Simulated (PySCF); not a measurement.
Lowest triplet excitation (TDA) (eV) of eight silicon and germanium compounds: TDDFT-PBE beside TDDFT-B3LYP, computed with PySCF for isolated molecules in the bases named; differences from unrounded values. The eight are the first of their class met in an unordered collection, after screening for sound electronic states; none was chosen by its value. Each molecule has one DFT geometry for both levels.

```
molecule                                                          basis  TDDFT-B3LYP
------------------------------------------------------------  ---------  -----------
C₃H₇NOSi, SMILES N#CCCO[SiH3]                                 def2-SVPD         6.22
Ge(H)2(Me)(NH2) (CH7GeN), SMILES [NH2][GeH2][CH3]             def2-SVPD         5.59
difluoro(silyloxy)silane (F2H4OSi2), SMILES F[SiH](O[SiH3])F  def2-SVPD         7.23
C₂H₇NSi₂, SMILES N[SiH2]C#C[SiH3]                             def2-SVPD         4.55
Ge(H)2(PH2)2 (GeH6P2), SMILES [PH2][GeH2][PH2]                def2-SVPD         4.34
CH₉N₃Si, SMILES NC[SiH](N)N                                   def2-SVPD         5.09
C3H6F2Si, SMILES [SiH2](F)C1(CC1)F                            def2-SVPD         6.41
C2H4FNSi, SMILES F[C@@H]1N=C[SiH2]1                           def2-SVPD         3.29
```

### Question
Estimate the TDDFT-PBE values and say how TDDFT-PBE differs from TDDFT-B3LYP over the set. (The exact figures need the calculation; the answer reports its results.)

### Answer

```json
[
 {"molecule": "C₃H₇NOSi, SMILES N#CCCO[SiH3]", "TDDFT-PBE": "5.97", "difference": "-0.25"},
 {"molecule": "Ge(H)2(Me)(NH2) (CH7GeN), SMILES [NH2][GeH2][CH3]", "TDDFT-PBE": "5.21", "difference": "-0.38"},
 {"molecule": "difluoro(silyloxy)silane (F2H4OSi2), SMILES F[SiH](O[SiH3])F", "TDDFT-PBE": "6.71", "difference": "-0.53"},
 {"molecule": "C₂H₇NSi₂, SMILES N[SiH2]C#C[SiH3]", "TDDFT-PBE": "4.40", "difference": "-0.14"},
 {"molecule": "Ge(H)2(PH2)2 (GeH6P2), SMILES [PH2][GeH2][PH2]", "TDDFT-PBE": "4.15", "difference": "-0.20"},
 {"molecule": "CH₉N₃Si, SMILES NC[SiH](N)N", "TDDFT-PBE": "4.48", "difference": "-0.61"},
 {"molecule": "C3H6F2Si, SMILES [SiH2](F)C1(CC1)F", "TDDFT-PBE": "5.77", "difference": "-0.64"},
 {"molecule": "C2H4FNSi, SMILES F[C@@H]1N=C[SiH2]1", "TDDFT-PBE": "3.11", "difference": "-0.18"}
]
```
TDDFT-PBE lies below TDDFT-B3LYP in 8 and above it in 0 of the eight; the mean signed difference is -0.37 and the largest -0.64 eV.
